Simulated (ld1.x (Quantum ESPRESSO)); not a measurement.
# An odd input for ld1.x (Quantum ESPRESSO) 7.5 (helium)

Command:

```bash
ld1.x < He.in > He.out
```

Input:

```
&input
   title='He', zed=2., rel=0, dft='PBE', iswitch=3,
   config='1s1.5 2p-2',
   nld=2, rlderiv=0.50, eminld=-4.0, emaxld=5.0, deld=0.02
 /
 &inputp
   pseudotype=2, tm=.true., lloc=-1,
   nlcc=.false.,
   file_pseudopw='He.UPF', file_wfcaegen='ae.wfc', file_wfcncgen='nc.wfc', file_beta='beta', file_chi='chi'
 /
2
1S  1  0   1.50   0.00  0.45  0.45  0.0
2P  2  1  -2.00  -0.15  0.45  0.45  0.0
 &test
   configts(1)='1s1.5'
 /
```

This is an input that runs to its end, with one change: rcloc left out although the local part is a smoothed all-electron potential.

Q: How does the run end?

A: The program refuses the input: "ld1_readin: rcloc must be positive".

```
Program LD1 v.7.5

 %%%%%%%%%%%%%%%%%%%%%%%%%%%%%%%%%%%%%%%%%%%%%%%%%%%%%%%%%%%%%%%%%%%%%%%%%%%%%%
     Error in routine ld1_readin (1):
     rcloc must be positive
 %%%%%%%%%%%%%%%%%%%%%%%%%%%%%%%%%%%%%%%%%%%%%%%%%%%%%%%%%%%%%%%%%%%%%%%%%%%%%%

     stopping ...
```
